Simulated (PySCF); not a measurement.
## Si2H4F2

Si2H4F2 is a small molecule, neutral, singlet. The structure, one conformer, was relaxed in the gas phase by PBE0-D3(BJ)/def2-SVP. No frequency run checks that it is a minimum.

SMILES: F[SiH](F)[SiH3]

```
atom   x (Å)   y (Å)   z (Å)
 Si1   0.309   1.066  -0.256
 Si2  -0.239  -1.147   0.253
  F3  -0.578   1.537  -1.527
  F4  -0.115   2.005   0.993
  H5   1.733   1.352  -0.571
  H6  -1.688  -1.220   0.605
  H7   0.586  -1.611   1.409
  H8   0.037  -2.011  -0.934
```

Shieldings: GIAO PBE0/pcSseg-2. Shifts are against computed references at the same level: H TMS (σ 31.24 ppm), Si TMS (σ 341.3 ppm). Core levels by delta-SCF with SCAN, pcX-2 on the ionised atom and pcseg-1 elsewhere, spin-free X2C (2p3/2 is the spin-free 2p value less a third of a first-order spin-orbit splitting); from the vacuum level, for chosen atoms.

**Question.** Give the NMR and core-level values of the distinct atoms.

**Answer.** 
| atoms | bonded to | σ (ppm) | δ (ppm) | core level (eV) |
| --- | --- | --- | --- | --- |
| Si1 | 2 F + 1 Si + 1 H | 333.0 | 8.3 | 2p3/2 108.90 |
| Si2 | 1 Si + 3 H | 457.7 | -116.4 | 2p3/2 107.20 |
| F3 | 1 Si | 317.3 | - | 1s 692.71 |
| F4 | 1 Si | 317.5 | - | 1s 692.71 |
| H5 | 1 Si | 25.51 | 5.73 | - |
| H6 H7 H8 | 1 Si | 27.74 | 3.51 | - |

Values are those of this one static structure, with the three H of a rotating XH3 group averaged; atoms that internal rotation interchanges would show their mean in an NMR spectrum.

**Question.** Which of Si1, Si2 holds its core electrons tightest, and by how much against the loosest?

**Answer.** Si1 (bonded to 2 F + 1 Si + 1 H), by 1.69 eV over Si2 (bonded to 1 Si + 3 H).

**Question.** By CAM-B3LYP/def2-SVPD (TDDFT singlets, Tamm-Dancoff triplets, ionisation by delta-SCF), where does absorption start, and what does vertical ionisation take?

**Answer.** The lowest singlet lies at 6.99 eV (f 0.012), the strongest of the first 6 at 8.47 eV (f 0.414), the lowest triplet at 6.17 eV; vertical ionisation takes 11.06 eV.
